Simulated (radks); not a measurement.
These are the eigenvalues of the occupied orbitals of an atom or ion with whole-number occupations (eV). Method: scalar-relativistic Kohn-Sham, SCAN, spin-polarised, spherical densities, finite nucleus; meta-GGA in the generalised Kohn-Sham scheme; Fermi nuclear charge, rms radius of each element as measured or else 0.836 A^(1/3) + 0.57 fm; computed with a radial shooting solver on a logarithmic mesh with Libxc functionals.

1s down: -43630.83
1s up: -43630.83
2s up: -7214.252
2s down: -7214.230
2p up: -6462.470
2p down: -6462.460
3s up: -1701.813
3s down: -1700.831
3p up: -1462.847
3p down: -1461.839
3d up: -1131.871
3d down: -1131.048
4s up: -469.0377
4s down: -466.5792
4p up: -389.6138
4p down: -387.1346
4d up: -276.0889
4d down: -273.5271
5s up: -176.2421
5s down: -174.6735
4f up: -152.7415

Which element is it, and in what charge state? The configuration may be excited. Open shells, if any, are filled with parallel spins first.

Answer. Z = 60, neodymium, charge +10: Nd10+ in [Kr] 4d10 4f2 5s2. The list shows which subshells hold electrons but not how many an open one holds; the 1s level, -1603.4 hartree, gives Z - s = 56.6 by -(Z - s)^2/2, which with screening and relativity narrows Z to a few neighbours, and the depths of the outer levels then fix element, charge and occupations together.
